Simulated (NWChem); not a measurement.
# SiH$_{3}$O$_{2}$Br; SMILES O[SiH](O)Br

```xyz
7

Si    -0.0119     0.9652     0.3850
O     -1.3134     1.7332    -0.2568
O      1.3796     1.5701    -0.2648
Br    -0.0282    -1.2525    -0.0399
H     -0.1258     1.1348     1.8405
H     -1.3436     1.8231    -1.2207
H      2.0924     0.9399    -0.4405
```
Atoms are numbered in this order, from 1.

Results from NWChem. Pople sets run with spherical d functions. Medium grid unless said otherwise, to which SCAN and Minnesota functionals are sensitive. The geometry was optimised at B3LYP/6-31G* (spherical d). Hybrids' shares of exact exchange are those that their runs print; pure functionals count as 0. The functionals differ in more than this share.

| row | share of exact exchange | highest occupied level (eV) |
|---|---|---|
| PBE/6-31G* | 0.00 | -7.11 |
| revPBE/6-31G* | 0.00 | -7.06 |
| TPSSh/6-31G* | 0.10 | -7.80 |
| B3LYP/6-31G* | 0.20 | withheld |
| M06-2X/6-31G* | 0.54 | -9.77 |

Question: Fit a straight line of the last column on the one before it, predict the withheld value, and compare with the run.

Answer: 
1. Means of the 4 shown rows: x = 0.160, y = -7.935. Slope Σ(x − x̄)(y − ȳ)/Σ(x − x̄)² = -0.9774/0.1992 = -4.907; intercept -7.150.
2. The shown rows scatter about the line by 0.095 (root mean square); the largest residual is -0.16, at TPSSh/6-31G*.
3. At x = 0.20 (B3LYP/6-31G*; inside the shown range) the line gives -8.13.
4. The run gives -8.19, -0.06 from the line, 0.6 times the scatter.
